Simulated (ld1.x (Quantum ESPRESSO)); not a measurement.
What one change does to a pseudopotential (lead (Pb), TM)

ld1.x (Quantum ESPRESSO) 7.5 input, shortened:

```
&input
   title='Pb', zed=82., rel=0, dft='PBE', iswitch=3,
   config='[Xe] 4f14 5d10 6s1.5 6p2.5'
 /
 &inputp
   pseudotype=2, tm=.true., lloc=0,
   nlcc=.false.
 /
2
6P  2  1   2.50   0.00  2.65  2.65  0.0
6S  1  0   1.50   0.00  1.85  1.85  0.0
 &test
   configts(1)='6s1.5 6p2.5'
 /
```

Change: all radii scaled by about 0.74 (s 1.38, p 1.96 bohr).

Cutoffs: the cutoffs (Ry, on a coarse ladder) from which the occupation-weighted sum of valence levels, in a spherical-Bessel basis at the reference potential, stays within 10 and 1 mRy of its value at 400 Ry; they do not see the model core or the augmentation charge, which bear on the density cutoff. Errors are all-electron minus pseudo energies relative to the spin-unpolarised reference configuration.

Problem. Predict the effect on cutoff, ghosts and configuration errors.

Solution. The potential gets harder (21 Ry and 50 Ry → 110 Ry and 300 Ry); a bound ghost appears in p, s, which as a rule spoils a file; of the 7 tests that both files solve, the error grows in 7 and shrinks in 0 by more than 15 % and 0.3 meV (median size 5.0 → 41.8 meV). A smaller radius makes the pseudo-wave follow the all-electron one further in, where it bends more sharply, so more plane waves are needed. That the errors move this way runs against the usual rule that smaller radii transfer better.

| quantity | base | changed |
| --- | --- | --- |
| cutoff, loose | 21 Ry | 110 Ry |
| cutoff, tight | 50 Ry | 300 Ry |
| loose cutoff by channel (10 mRy a level) | p 6 Ry, s 18 Ry | p 25 Ry, s 90 Ry |
| bound ghosts | none | p, s (extra level of the local part) |
| largest miss of a reference level, eV | 0.00 | 0.08 |
| error for 6s2 6p2, meV [ΔE -2.91 eV] | +3.0 | +28 |
| error for 6s2 6p1, meV [ΔE 3.80 eV] | +7.9 | -66 |
| error for 6s2 6p0, meV [ΔE 17.19 eV] | +39 | -225 |
| error for 6s1 6p3, meV [ΔE 2.96 eV] | +3.7 | -6.2 |
| error for 6s1 6p0, meV [ΔE 45.65 eV] | +165 | -217 |
| error for 6s2 6p2.3, meV [ΔE -3.77 eV] | +1.9 | +42 |
| error for 6s2 6p1.5, meV [ΔE -0.34 eV] | +5.0 | -8.9 |

 A true bound ghost makes a file unfit for plane-wave use even where its test errors are small: the radial tests pick states by their node count and pass the ghost by.
